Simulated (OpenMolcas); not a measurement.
**Ni2+ in KCdF3: curves along the breathing mode**

Ni2+ with its 6 nearest fluoride ions, on the Cd site of idealised cubic KCdF3 (a = 4.302 Å, distance in the model lattice 2.151 Å). The rest of the host is ab initio model potentials to 7.6 Å, with orthogonalisation functions on the cations behind the ligands, and point charges beyond; the distance is set by hand and nothing relaxes. Ligand basis ANO-RCC-VDZP.

```json
{
 "Program": "OpenMolcas",
 "Method": "CASSCF",
 "Basis": "ANO-RCC-VDZP [5s4p2d1f]",
 "Scalar Hamiltonian": "DKH2, point nucleus",
 "Active space": "8 electrons in 5 orbitals (3d)",
 "State averaging": "2S+1 = 3 even, 10 roots; 2S+1 = 1 even, 15 roots",
 "Spin-orbit coupling": "state interaction with AMFI integrals over the reference wave functions"
}
```

Spin-free energies (labels of O, the rotations of Oh) in cm-1 above the lowest fitted minimum, as all ligands move together:

```tsv
R (Å)	3A2	3T2	3T1	1E	1T2	3T1(2)	1A1
1.917	2410	11240	17490	21210	29090	32890	32490
1.963	240	7960	13540	18920	25690	29210	29830
2.008	220	7010	12000	18780	24630	27940	29370
2.053	2100	8090	12550	20530	25580	28770	30830
2.098	5760	11050	15040	24050	28420	31530	34110
2.143	11140	15840	19400	29290	33090	36140	39150
2.188	18250	22420	25610	36260	39570	42590	45940
```

Cubic fits give the following; the wavenumber is harmonic, with the mass of all moving ligands, small differences in it between states hang on the degree of the fit, a number in brackets counts states of one label, and the table is a selection of at most 14 states with clean curves.

```tsv
State	R0 (Å)	Breathing mode (cm-1)	Minimum (cm-1)
3A2	1.987	534	0
3T2	2.007	546	7010
3T1	2.019	550	11930
1E	1.990	532	18610
1T2	2.010	545	24620
3T1(2)	2.013	553	27920
1A1	1.997	536	29300
1T1	2.006	546	31580
1E(2)	2.022	558	35570
1T2(2)	2.021	557	36310
1A1(2)	2.014	554	69770
```

The minimum of 3T2 is shifted by +0.0202 Å against 3A2 (from the unrounded fits). With M = 114.0 u for the moving shell, the Huang-Rhys factor in this mode is S = M ω ΔR² / 2ħ = 0.01483 × 114.0 × 534 × 0.0202² = 0.37. Only the first shell moves, against a rigid host.

Without dynamic correlation the repulsion within the d shell is too large (B by tens of per cent), so at a given field states of lower spin stand too high. Ligand-to-metal charge-transfer states are missing. With no ligand orbital active B as a rule stays too high, so bands that hang on it stand too high and its fall with covalency is understated. With metal d orbitals alone and no dynamic correlation 10Dq can be off by a tenth to a fifth, either way, in oxide and fluoride hosts. No measured value stands beside these numbers.
